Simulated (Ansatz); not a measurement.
Mulliken charges of CH4FInS (`FC[S][InH2]`) from ωB97M-V/def2-TZVPP in Ansatz (PBE0-D4/def2-TZVP geometry).

| atom | x (Å) | y (Å) | z (Å) | charge (e) |
| --- | --- | --- | --- | --- |
| F1 | -0.817 | 1.694 | 0.521 | -0.221 |
| C2 | 0.488 | 1.274 | 0.374 | -0.025 |
| S3 | 0.757 | -0.354 | 1.100 | -0.285 |
| In4 | -0.517 | -1.692 | -0.426 | 0.418 |
| H5 | 0.720 | 1.281 | -0.692 | 0.129 |
| H6 | 1.132 | 1.977 | 0.905 | 0.138 |
| H7 | -1.028 | -0.860 | -1.833 | -0.080 |
| H8 | -0.735 | -3.320 | 0.049 | -0.074 |

Question: By hand: the dipole of these point charges (1 e Å = 4.8032 D).

Answer: Σ q r = (0.122, -0.260, -0.437) e Å, of length 0.523 e Å = 2.51 D.

Question: How does the dipole of the full density compare? (Best estimate.)

Answer: Computed: (0.091, -0.154, -0.320) e Å, 1.76 D; the point charges give 1.43 times that, at 5° from its direction.

Point charges leave out the atoms' own dipoles, such as those of lone pairs, and Mulliken's split depends on the basis, so the two needn't agree.
